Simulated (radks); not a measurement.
Results of a calculation; reference values are marked as such.
Ionisation of Cd28+, [Ar] 3d2, to Cd29+, [Ar] 3d1, under several functionals. Dirac Kohn-Sham, spin-unpolarised, spherical densities, finite nucleus; open shells fill j = l - 1/2 first; a radial shooting solver on a logarithmic mesh with Libxc functionals.

| functional | E(Cd28+) (hartree) | Exc (hartree) | IE (eV) | -e(HOMO) (eV) | <r> HOMO (bohr) | IE error (eV) |
|---|---|---|---|---|---|---|
| HCTH/407 | -5072.75625 | -112.81500 | 1560.7 | 1521.2 | 0.2876 | +2.7 |
| exchange-only LDA | -5063.67666 | -103.60570 | 1553.1 | 1513.5 | 0.2881 | -4.9 |
| exchange-only B88 | -5070.90868 | -110.91041 | 1554.2 | 1514.6 | 0.2882 | -3.8 |
| Wu-Cohen GGA | -5070.51511 | -110.50627 | 1555.9 | 1516.4 | 0.2881 | -2.1 |
| PW91 | -5071.92550 | -111.92943 | 1556.1 | 1516.6 | 0.2882 | -1.9 |
| OLYP | -5072.53872 | -112.57664 | 1558.1 | 1518.7 | 0.2880 | +0.1 |
| BP86 | -5072.23978 | -112.25142 | 1555.9 | 1516.4 | 0.2882 | -2.1 |

NIST Atomic Spectra Database: 1558 eV (theoretical). Closest: OLYP. The Delta-SCF values span 7.57 eV, the total energies 9.08 hartree. The highest occupied level is 3d3/2. Spin polarisation and multiplet splitting are left out, so open shells lie too high by an amount that depends on their filling.

Beside tabulated values, note that spin-unpolarised runs miss the spin-polarisation part of the exchange energy of open shells.
